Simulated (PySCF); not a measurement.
**Bond curve of LiCa**

Set-up: PySCF, no relativity, basis sets Li 6-31G(d,p), Ca 6-31G(d,p). Energies in eV from Li + Ca in their ground configurations at the same level. State: ²Σ⁺ (doublet), unpaired electrons σ ↑.

All columns are PBE0. A positive dipole means Li(−)Ca(+).

```json
{"R (Å)": "2.953", "E (eV)": "-0.223", "μ (D)": "-0.92", "Mulliken charge on Li (basis-dependent)": "0.06", "HOMO (eV)": "-3.24", "LUMO (eV)": "-1.54", "Mayer bond order": "0.84", "⟨S²⟩": "0.77"}
{"R (Å)": "3.091", "E (eV)": "-0.304", "μ (D)": "-0.87", "Mulliken charge on Li (basis-dependent)": "0.09", "HOMO (eV)": "-3.27", "LUMO (eV)": "-1.58", "Mayer bond order": "0.81", "⟨S²⟩": "0.77"}
{"R (Å)": "3.228", "E (eV)": "-0.349", "μ (D)": "-0.81", "Mulliken charge on Li (basis-dependent)": "0.11", "HOMO (eV)": "-3.30", "LUMO (eV)": "-1.61", "Mayer bond order": "0.77", "⟨S²⟩": "0.77"}
{"R (Å)": "3.331", "E (eV)": "-0.364", "μ (D)": "-0.76", "Mulliken charge on Li (basis-dependent)": "0.13", "HOMO (eV)": "-3.33", "LUMO (eV)": "-1.64", "Mayer bond order": "0.74", "⟨S²⟩": "0.77"}
{"R (Å)": "3.434", "E (eV)": "-0.368", "μ (D)": "-0.70", "Mulliken charge on Li (basis-dependent)": "0.13", "HOMO (eV)": "-3.35", "LUMO (eV)": "-1.66", "Mayer bond order": "0.71", "⟨S²⟩": "0.77"}
{"R (Å)": "3.537", "E (eV)": "-0.364", "μ (D)": "-0.64", "Mulliken charge on Li (basis-dependent)": "0.14", "HOMO (eV)": "-3.38", "LUMO (eV)": "-1.68", "Mayer bond order": "0.67", "⟨S²⟩": "0.77"}
{"R (Å)": "3.674", "E (eV)": "-0.348", "μ (D)": "-0.57", "Mulliken charge on Li (basis-dependent)": "0.14", "HOMO (eV)": "-3.41", "LUMO (eV)": "-1.70", "Mayer bond order": "0.63", "⟨S²⟩": "0.77"}
{"R (Å)": "3.846", "E (eV)": "-0.318", "μ (D)": "-0.50", "Mulliken charge on Li (basis-dependent)": "0.13", "HOMO (eV)": "-3.45", "LUMO (eV)": "-1.72", "Mayer bond order": "0.56", "⟨S²⟩": "0.77"}
{"R (Å)": "4.052", "E (eV)": "-0.275", "μ (D)": "-0.43", "Mulliken charge on Li (basis-dependent)": "0.12", "HOMO (eV)": "-3.50", "LUMO (eV)": "-1.74", "Mayer bond order": "0.49", "⟨S²⟩": "0.77"}
{"R (Å)": "4.327", "E (eV)": "-0.217", "μ (D)": "-0.37", "Mulliken charge on Li (basis-dependent)": "0.10", "HOMO (eV)": "-3.56", "LUMO (eV)": "-1.73", "Mayer bond order": "0.39", "⟨S²⟩": "0.76"}
```

A fit through these points gives, at Re = 3.426 Å, μ = -0.70 D and dμ/dR = 0.554 D/Å; the reduced mass is 5.968 u.

How strong is the fundamental in the double-harmonic approximation, I = 42.26·(dμ/dR)²/μred km/mol?

I = 42.26·(0.554)²/5.968 = 2.17 km/mol at PBE0.

The bond is weak. Basis-set superposition, not corrected here, can be much of De in a small basis, most of all at correlated wavefunction levels. Functionals without a dispersion term scatter widely for such bonds, and LDA overbinds them. The state was picked by a PBE0 search and need not be the measured ground state.
